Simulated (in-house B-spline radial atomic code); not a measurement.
Binding energies in Sb²¹⁺

NIST's tabulated ground configuration is [Ar] 3d10 4s2; each binding energy is the energy of the ion with one electron taken from that subshell, relaxed, less that of the parent. Method: Dirac-Hartree-Fock, average of configuration, Fermi nucleus of rms radius 4.6802 fm. Calculated with an all-electron radial atomic-structure program (B-spline basis). Energies include first-order Breit, QED and recoil terms.

```csv
subshell,X-ray name,binding energy (eV),-ε (eV),relaxation (eV)
1s,K,31140.8,31291.9,48.7
2s,L1,5340.1,5370.6,19.7
2p1/2,L2,5019,5052.5,22.9
2p3/2,L3,4769.7,4798.8,21.7
3s,M1,1546,1551.4,3.4
3p1/2,M2,1413.7,1419.4,3.8
3p3/2,M3,1365.1,1369.9,3.5
3d3/2,M4,1139.3,1144.6,4.7
3d5/2,M5,1129.5,1134.3,4.5
4s,N1,657,657.8,0.2
```

Relaxation = -ε minus the binding energy without Breit, QED and recoil terms.

Emission lines follow as differences of binding energies, with λ = 12398.42 eV·Å / E:

```tsv
line	holes	energy (eV)	wavelength (Å)
K-L3	1s → 2p3/2	26371.1	0.47015
K-L2	1s → 2p1/2	26121.8	0.47464
K-M3	1s → 3p3/2	29775.7	0.41639
L3-M5	2p3/2 → 3d5/2	3640.2	3.406
L2-M4	2p1/2 → 3d3/2	3879.7	3.1957
L1-M3	2s → 3p3/2	3975.0	3.1191
L3-M1	2p3/2 → 3s	3223.7	3.846
```

Q: What screening constant σ does Moseley's law, E = (3/4)·13.6057 eV·(Z - σ)², need for K-L3?

A: σ = 0.16.

Moseley's non-relativistic formula needs a falling, then negative, screening constant for heavy elements, because relativity binds the 1s electron more strongly than the formula allows.

Q: What does it cost to remove both a 2p1/2 and a 3d3/2 electron?

A: 6245.4 eV, which is 86.99 eV more than the two single binding energies together.

Q: What does it cost to remove both a 2p3/2 and a 3d5/2 electron?

A: 5986.2 eV, which is 87.04 eV more than the two single binding energies together.

Q: What does it cost to remove both a 1s and a 3d5/2 electron?

A: 32359 eV, which is 88.64 eV more than the two single binding energies together.
